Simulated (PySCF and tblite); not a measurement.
The numbers below are computed, except where a source is named.
Molecule: C2H10N2SSi2, numbered as in [CH3:1][S:2][Si@@:3]1([NH2:4])[NH:5][CH2:6][SiH2:7]1. The mean out-of-plane torsion at N5 (0° is planar) is held and the rest relaxed at GFN2-xTB.

```bash
OMP_NUM_THREADS=1 python ens_run.py task.json out
```

```json
{"job": {"smiles": "CS[Si]1(N)NC[SiH2]1", "charge": 0, "mult": 1, "motion": "pyramidal angle", "atoms": [4], "drives": [{"terms": [["t", [12, 2, 5, 4], 0.3333333333333333], ["t", [2, 5, 12, 4], 0.3333333333333333], ["t", [5, 12, 2, 4], 0.3333333333333333]], "values": [-1.3, -1, -0.7, -0.35, 0, 0.35, 0.7, 1, 1.3], "scaled": true}], "study": "scan", "seed": 745, "jobs": [{"kind": "nmr", "xc": "PBE0", "basis": "pcSseg-1", "every": 1}], "xc": "PBE0", "basis": "pcSseg-1", "kind": "scan"}, "charge": 0, "multiplicity": 1}
```

```
coordinate    xTB      DFT (kcal/mol)
    -8.30    0.279    0.157
    -6.40    0.209    0.066
    -4.40    0.177    0.141
    -2.10    0.110    0.038
     0.10    0.060    0.000
     2.40    0.036    0.087
     4.60    0.010    0.158
     6.60    0.000    0.193
     8.50    0.008    0.251
```

(1) How long did the task, with 9 DFT runs on 17 atoms, take on 1 thread of Intel Xeon Platinum 8375C @ 2.90GHz, on a host shared with other jobs (rough)?

## Answers

(1) About 4.8 min; peak memory 0.99 GiB. Times from shared hosts are rough.
